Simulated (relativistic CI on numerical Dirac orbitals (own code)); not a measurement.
# The 4-electron sequence from Ru⁴⁰⁺ to Eu⁵⁹⁺

These numbers are calculated, not measured: Dirac-Coulomb-Breit CI, KLI orbitals optimised for each configuration, model QED (radiative potential, 1s self-energy scaled to tabulated hydrogen-like ionisation energies), unscaled Slater integrals (own radial code, finite nucleus).

Configurations in the expansion (outside the closed core 1s2): 2s², 2s2p, 2p², 2p3s, 2p3p, 2s3s, 2s3p. Levels of other configurations are missing.

Energies above each ion's lowest level, in eV. Levels are followed by their leading LS label, which can pass from one level to another where the coupling changes.

```csv
Ion,2s² ¹S0,2s2p ³P°0,2s2p ³P°1,2s2p ³P°2,2p² ³P0,2s2p ¹P°1,2p² ³P1
Ru⁴⁰⁺,0,79.844,96.266,229.87,230.88,283.79,359.33
Rh⁴¹⁺,0,82.13,99.265,247.48,237.67,302.41,380.67
Pd⁴²⁺,0,84.453,102.29,266.31,244.54,322.26,403.28
Ag⁴³⁺,0,86.818,105.36,286.44,251.49,343.43,427.23
Cd⁴⁴⁺,0,89.222,108.45,307.92,258.53,365.96,452.59
In⁴⁵⁺,0,91.674,111.58,330.85,265.67,389.95,479.45
Sn⁴⁶⁺,0,94.169,114.74,355.27,272.9,415.47,507.87
Sb⁴⁷⁺,0,96.713,117.95,381.29,280.23,442.58,537.94
Te⁴⁸⁺,0,99.302,121.19,408.98,287.65,471.39,569.72
I⁴⁹⁺,0,101.95,124.48,438.42,295.2,501.96,603.34
Xe⁵⁰⁺,0,104.65,127.81,469.71,302.86,534.4,638.86
Cs⁵¹⁺,0,107.4,131.19,502.93,310.64,568.78,676.37
Ba⁵²⁺,0,110.21,134.61,538.17,318.53,605.21,715.98
La⁵³⁺,0,113.08,138.09,575.55,326.56,643.79,757.8
Ce⁵⁴⁺,0,116.01,141.62,615.16,334.72,684.61,801.91
Pr⁵⁵⁺,0,119.01,145.21,657.1,343.02,727.79,848.43
Nd⁵⁶⁺,0,122.07,148.85,701.49,351.46,773.42,897.48
Pm⁵⁷⁺,0,125.19,152.54,748.43,360.02,821.63,949.14
Sm⁵⁸⁺,0,128.35,156.27,798.02,368.69,872.51,1003.5
Eu⁵⁹⁺,0,131.61,160.09,850.45,377.56,926.24,1060.8
```

The lowest level keeps the configuration 2s² and J = 0 throughout.

Between Z = 60 and 63 the energy of 2s2p ³P°0 follows a local power law Z^1.5. For orientation: electrostatic splittings inside a shell grow about linearly with the screened charge, excitations that change n as its square, and fine structure as its fourth power; written in Z itself the exponents are larger, since the screened charge grows faster in proportion.
